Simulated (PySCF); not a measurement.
Exercise with solution: entropy of an ideal gas

B(CCH)(Cl)(OH) (C₂H₂BClO), SMILES C(B(Cl)O)#C.

The structure is a stationary point at PBE0-D3(BJ)/def2-SVP. One conformer was computed; it need not be the lowest.

PBE0-D3(BJ)/def2-SVP in PySCF 2.14.0 gives the harmonic wavenumbers 146, 224, 344, 467, 544, 619, 641, 722, 771, 931, 1181, 1409, 2198, 3476, 3896 cm⁻¹ and the rotational temperatures 0.3157, 0.1315, 0.0928 K. The molar mass is 88.30 g/mol, the symmetry number 1, the spin multiplicity 1.

### Question
Work out the entropy at 298.15 K and 1 atm in the rigid-rotor, harmonic-oscillator model.

### Answer

Translation (Sackur–Tetrode at 1 atm): S = R[1.5 ln M + 2.5 ln T − 1.16487] = 164.6 J/(mol K).
Rotation: q = (√π/σ) T^1.5/√(θA θB θC) = 147000, S = R[ln q + 3/2] = 111.4 J/(mol K).
Vibration: with u = 1.4388 ν/T, each mode gives R[u/(e^u − 1) − ln(1 − e^−u)]:
| ν (cm⁻¹) | modes | u | S (J/(mol K)) |
|---|---|---|---|
| 146 | 1 | 0.70 | 11.40 |
| 224 | 1 | 1.08 | 8.06 |
| 344 | 1 | 1.66 | 4.99 |
| 467 | 1 | 2.25 | 3.12 |
| 544 | 1 | 2.63 | 2.33 |
| 619 | 1 | 2.99 | 1.75 |
| 641 | 1 | 3.09 | 1.61 |
| 722 | 1 | 3.48 | 1.18 |
| 771 | 1 | 3.72 | 0.97 |
| 931 | 1 | 4.49 | 0.52 |
| 1181 | 1 | 5.70 | 0.19 |
| 1409 | 1 | 6.80 | 0.07 |
The stiffer modes add less than 0.005 each. Sum 36.2 J/(mol K).
Spin: R ln 1 = 0.0 J/(mol K).
Total 312.2 J/(mol K); the program's own thermochemistry gives 312.2. Translation makes up 53 % and vibration 12 %. Anharmonicity, hindered rotation and orbital degeneracy are left out.
